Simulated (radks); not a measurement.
All-electron atom: Hf3+ in [Xe] 4f13 5d2 (not the ground configuration). All-electron calculation, Dirac Kohn-Sham, PBE, spin-unpolarised, spherical densities, point nucleus; open shells fill j = l - 1/2 first. Program: a radial shooting solver on a logarithmic mesh with Libxc functionals.

Radial electron density D(r) = 4 pi r^2 rho(r):

```
   r/bohr * D(r) (the largest magnitude, 130, reaches the edge; | marks zero)
 0.002225 |         *
 0.002569 |           *
 0.002967 |             *
 0.003427 |                *
 0.003957 |                   *
  0.00457 |                      *
 0.005278 |                          *
 0.006096 |                              *
  0.00704 |                                 *
  0.00813 |                                    *
  0.00939 |                                       *
  0.01093 |                                         *
  0.01262 |                                          *
  0.01458 |                                         *
  0.01684 |                                        *
  0.01945 |                                       *
  0.02246 |                                     *
  0.02594 |                                     *
  0.02995 |                                      *
  0.03459 |                                         *
  0.03995 |                                              *
  0.04614 |                                                  *
  0.05328 |                                                      *
  0.06154 |                                                      *
  0.07164 |                                                   *
  0.08273 |                                              *
  0.09555 |                                          *
   0.1103 |                                          *
   0.1274 |                                            *
   0.1472 |                                                *
     0.17 |                                                 *
   0.1963 |                                            *
   0.2267 |                                    *
   0.2618 |                           *
   0.3024 |                        *
   0.3492 |                         *
   0.4033 |                            *
   0.4695 |                            *
   0.5422 |                        *
   0.6262 |                  *
   0.7231 |            *
   0.8351 |         *
   0.9645 |       *
    1.114 |     *
    1.286 |    *
    1.486 |  *
    1.716 | *
    1.982 |*
    2.288 |*
    2.664 *
    3.077 *
    3.553 *
    4.104 *
    4.739 *
    5.473 *
    6.321 *
```

D(r) has 4 maxima, at r = 0.0130, 0.0587, 0.162, 0.437 bohr, and minima at 0.0253, 0.106, 0.307 bohr, inside which lie 2.02, 11.17, 29.74 electrons.
